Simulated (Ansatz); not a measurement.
`CO[Si](O)(Cl)Cl` + `O[SiH2]N[SiH](O)O` → `O[SiH2]N[Si](O)(Cl)Cl` + `CO[SiH](O)O`  (redistribution)

Computed with Ansatz on PBE0-D4/def2-TZVP structures; ΔE is electronic, products minus reactants. CBS: MP2 limit from def2 TZ/QZ plus the TZ coupled-cluster correction, frozen cores. DFT in def2-TZVPP. One conformer a species, not always the lowest.

```csv
species,B2PLYP energy (Eh)
`CO[Si](O)(Cl)Cl`,-1400.67476
`O[SiH2]N[SiH](O)O`,-863.57110
`O[SiH2]N[Si](O)(Cl)Cl`,-1707.38845
`CO[SiH](O)O`,-556.85731
```

Q: Work out ΔE.

A: ΔE = (-1707.38845) + (-556.85731) − (-1400.67476) − (-863.57110) = 0.00010 Eh = +0.3 kJ/mol. CCSD(T)/CBS gives +0.3 kJ/mol.

Largest T1 diagnostic among the species: 0.012.
